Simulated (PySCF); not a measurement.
Stepwise substitution at one centre (Ga F-Br). All species are isolated molecules in the gas phase. Strings in code marks are SMILES.

The HOMO from two functionals at the same geometries (PBE0-D4/def2-TZVP), both in PySCF: PBE-D3(BJ)/def2-TZVP and B3LYP-D3(BJ)/def2-TZVP. B3LYP has the VWN-RPA correlation part, as in Gaussian. 

| species | PBE-D3(BJ)/def2-TZVP (eV) | B3LYP-D3(BJ)/def2-TZVP (eV) |
|---|---|---|
| 0 of 3 F replaced by Br | -9.66 | -11.47 |
| 1 of 3 F replaced by Br (`[F][Ga]([F])[Br]`) | -8.06 | -9.15 |
| 2 of 3 F replaced by Br (`[F][Ga]([Br])[Br]`) | -7.69 | -8.73 |
| 3 of 3 F replaced by Br | -7.41 | -8.42 |

Over these rows, drawn at random from the members with no instability flagged (it was tested for open shells, ions and some series alone), PBE minus B3LYP-D3(BJ): mean +1.24 eV, from +1.01 eV to +1.81 eV.
